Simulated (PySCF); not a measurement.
Ligand exchange on a metal centre used in film growth or etching (Cd Cl-NH2). All species are isolated molecules in the gas phase. One relaxed conformer stands for each flexible species; it need not be the lowest.

The charge on the central atom (Mulliken) from two functionals at the same geometries (BP86-D3(BJ)/def2-SVP), both in PySCF: PBE-D3(BJ)/def2-TZVP and TPSSh-D3(BJ)/def2-TZVP. 

```tsv
species	TPSSh-D3(BJ)/def2-TZVP (e)
0 of 2 Cl replaced by NH2 ([Cd(Cl)2])	0.81
1 of 2 Cl replaced by NH2	0.75
2 of 2 Cl replaced by NH2 ([Cd(NH2)2])	0.73
```

What does PBE-D3(BJ)/def2-TZVP give for each?


- 0 of 2 Cl replaced by NH2 ([Cd(Cl)2]): 0.74
- 1 of 2 Cl replaced by NH2: 0.68
- 2 of 2 Cl replaced by NH2 ([Cd(NH2)2]): 0.66
Over these rows, drawn at random from the members with no instability flagged (it was tested for open shells, ions and some series alone), PBE minus TPSSh-D3(BJ): mean -0.07 e, from -0.07 e to -0.07 e.
